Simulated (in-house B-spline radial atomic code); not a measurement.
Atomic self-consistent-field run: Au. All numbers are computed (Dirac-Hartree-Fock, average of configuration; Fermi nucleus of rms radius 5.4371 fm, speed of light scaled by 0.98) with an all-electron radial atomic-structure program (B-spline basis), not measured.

Command:
```bash
python run_scf.py task.json out
```
Settings (nuclear radius in fm, mass in u):
```
Z                79
configuration    [Xe] 4f14 5d10 6s1
hamiltonian      dirac
method           hf
spin_polarised   False
nucleus          fermi
rms_radius       5.4371
atomic_mass      196.96657
speed_of_light   134.295279102
```

Output (hartree, bohr):
```
 radial grid: 77 intervals, B-splines of order 8, outer radius 50 bohr

 iter        energy (Eh)    residual
    1      -19091.518947    9.29e-01
    2      -19062.862285    4.07e-01
    3      -19092.076419    1.97e-01
    4      -19093.976992    5.15e-02
    5      -19094.117286    3.90e-02
    6      -19094.173055    1.04e-02
    7      -19094.175353    3.60e-03
    8      -19094.175764    3.24e-04
    9      -19094.175769    1.06e-04
   10      -19094.175770    1.40e-05
   11      -19094.175770    1.65e-06
   12      -19094.175770    2.05e-07

 total energy                    -19094.17577
 kinetic                           22073.8181
 electron-nucleus                 -48238.7755
 electron-electron                  7070.7817

 orbital      occ     eigenvalue          <r>       <r^2>       <1/r>       r_max    small
 1s1/2      2.000     -3000.2727     0.016762 0.000389069     96.6481     0.01032  9.41e-02
 2s1/2      2.000      -536.0681    0.0699655  0.00586232     23.8188     0.05995  2.16e-02
 2p1/2      2.000      -512.9145    0.0576013  0.00415354     23.7274     0.04411  2.17e-02
 2p3/2      4.000      -441.7849    0.0665009  0.00538735     19.1524     0.05179  1.92e-02
 3s1/2      2.000      -129.0549     0.182042   0.0380656     8.73144      0.1688  7.24e-03
 3p1/2      2.000      -118.7325     0.172599   0.0347951     8.62795      0.1577  7.16e-03
 3p3/2      4.000      -102.8117     0.188838    0.041435     7.44255      0.1732  6.45e-03
 3d3/2      4.000       -86.0002     0.164756   0.0318884      7.3192      0.1351  6.30e-03
 3d5/2      6.000       -82.6466       0.1697   0.0336971     7.05227      0.1394  6.10e-03
 4s1/2      2.000       -29.3868     0.405115    0.185311     3.66524      0.3816  2.42e-03
 4p1/2      2.000       -24.9547     0.408015    0.189483     3.55231      0.3803  2.32e-03
 4p3/2      4.000       -21.0869     0.441751    0.221844     3.16138      0.4113  2.07e-03
 4d3/2      4.000       -13.8737     0.450775    0.234929     2.95313       0.405  1.86e-03
 4d5/2      6.000       -13.1503     0.462189    0.246743     2.85995      0.4149  1.79e-03
 5s1/2      2.000        -4.7313     0.938522     0.98919     1.44894      0.8525  5.74e-04
 5p1/2      2.000        -3.2249      1.01519     1.16684     1.32494      0.9012  4.93e-04
 5p3/2      4.000        -2.5597      1.11371     1.40623      1.1837      0.9807  4.16e-04
 4f5/2      6.000        -3.8480     0.492653    0.293151     2.48402      0.3751  1.40e-03
 4f7/2      8.000        -3.6951     0.499589    0.301465     2.44805        0.38  1.37e-03
 5d3/2      4.000        -0.4922      1.53593     2.82077    0.861782       1.186  2.30e-04
 5d5/2      6.000        -0.4249      1.62219     3.16836    0.816026       1.231  2.07e-04
 6s1/2      1.000        -0.2962      3.03219     10.6595    0.421786       2.433  5.32e-05
```


For the Dirac Hamiltonian the kinetic term is c α·p + (β - 1)c².
